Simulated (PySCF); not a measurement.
hydronium (H3O), SMILES [OH3+], charge +1. The structure is a stationary point at B3LYP-D3(BJ)/def2-TZVPD.

TDA-CAM-B3LYP/def2-TZVPD (PySCF 2.14.0) puts the lowest singlet excitations at 11.33, 13.65, 13.65, 16.09, 16.15, 16.15 eV and the lowest triplet (TDA) at 10.49 eV.

Q: What are the lowest singlet roots from EOM-CCSD/aug-cc-pVDZ run with PySCF? (The exact figures need the calculation; the answer reports its results.)

A: 11.70, 14.21, 14.21, 16.78, 16.78, 16.88 eV; triplets 10.96, 13.66, 13.66 eV. S1 differs by 0.37 eV (second minus first; roots are paired by order, and the bases may differ).
